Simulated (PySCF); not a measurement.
C₃H₉NOSi, SMILES CN1C[SiH](O)C1. Atoms are numbered in the order given.

```xyz
15

C     -2.4869     0.3074     0.0000
N     -1.0447     0.3419     0.0000
C     -0.3634    -0.2744    -1.1564
Si     1.1290    -0.4536     0.0000
O      2.2392     0.7870     0.0000
C     -0.3634    -0.2744     1.1564
H     -2.8895    -0.7334     0.0000
H     -2.8781     0.8236     0.8920
H     -2.8781     0.8236    -0.8920
H     -0.3470     0.3669    -2.0552
H     -0.8008    -1.2617    -1.4441
H      1.9532    -1.6908     0.0000
H      1.8628     1.6758     0.0000
H     -0.3470     0.3669     2.0552
H     -0.8008    -1.2617     1.4441
```

Coordinates come from a r2SCAN-D4/def2-SVP optimisation. The structure was generated by enumeration, and PubChem lists no compound with its InChIKey, so it may never have been made. The values are those of a single conformer.

Computed with PBE0/pcSseg-1 (PySCF).

GIAO shieldings, no solvent; atoms listed in one row are averaged. δ = σ(ref) − σ: ¹³C against TMS (σ = 186.3 ppm); ¹⁵N against NH3 (σ = 267.4 ppm); ²⁹Si against TMS (σ = 352.7 ppm); ¹⁷O against H2O (σ = 334.2 ppm); ¹H against TMS (σ = 31.56 ppm), references at their B3LYP-D3(BJ)/def2-TZVP geometries, non-relativistic.

Computed chemical shifts:
```tsv
nucleus	atoms	count	δ (ppm)
¹³C	C3, C6	2	58.7
¹³C	C1	1	52.6
¹⁵N	N2	1	43.8
²⁹Si	Si4	1	-2.1
¹⁷O	O5	1	25.4
¹H	H12	1	5.44
¹H	H14, H10	2	2.98
¹H	H7, H8, H9	3	2.53
¹H	H11, H15	2	2.42
¹H	H13	1	1.84
```
